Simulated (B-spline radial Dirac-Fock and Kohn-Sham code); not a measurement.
## Two-hole binding energies of Ge⁺

System: the Ge⁺ ion, [Ar] 3d10 4s2 4p1, inside a Watson sphere of charge -1 and radius 2 Å (a model of the Madelung potential; inside it an electron's potential energy is raised by 7.2 eV).

The run's input, task.json:

```json
{"items": [{
  "Z": 32,
  "q": 1,
  "cfg": [[1, 0, 2], [2, 0, 2], [2, 1, 6], [3, 0, 2], [3, 1, 6], [3, 2, 10], [4, 0, 2], [4, 1, 1]],
  "A": 74,
  "rrms": 4.0742,
  "watson": [-1, 2.0],
  "do": ["binding", "quiet", "double"]
}]}
```

Run with: `python xray_run.py task.json out`

Model: relaxed Dirac-Fock hole states (ΔSCF) with Breit and QED corrections and a finite nucleus. Program: an atomic code on a B-spline grid. U is the two-hole binding energy less the two single-hole energies, the effective repulsion of the holes after relaxation. Each two-hole energy is an average over J within one jj subconfiguration.

```csv
holes,E(a) (eV),E(b) (eV),E(ab) (eV),U (eV)
1s⁻¹ 3p1/2⁻¹,11115.3,139.9,11287.9,32.7
1s⁻¹ 3d3/2⁻¹,11115.3,39.82,11181.4,26.3
2p1/2⁻²,1260.8,1260.8,2607.0,85.3
2p1/2⁻¹ 2p3/2⁻¹,1260.8,1229.6,2568.1,77.7
2s⁻¹ 3p1/2⁻¹,1429.6,139.9,1598.4,28.8
2s⁻¹ 3p3/2⁻¹,1429.6,135.6,1593.8,28.5
2s⁻¹ 3d3/2⁻¹,1429.6,39.82,1496.8,27.4
2p1/2⁻¹ 3s⁻¹,1260.8,196.6,1486.5,29.2
2p3/2⁻¹ 3s⁻¹,1229.6,196.6,1455.2,29.1
2p1/2⁻¹ 3d5/2⁻¹,1260.8,39.28,1327.6,27.5
2p3/2⁻¹ 3d3/2⁻¹,1229.6,39.82,1297.0,27.6
3p1/2⁻²,139.9,139.9,?,?
3p3/2⁻²,135.6,135.6,295.9,24.7
3d3/2⁻²,39.82,39.82,102.8,23.1
```

Q: Give the missing two-hole energy and U.

A: E(ab) = 306.1 eV and U = 26.3 eV.

Values without a named source are computed, but for edge energies of neutral atoms, which are taken from tables.
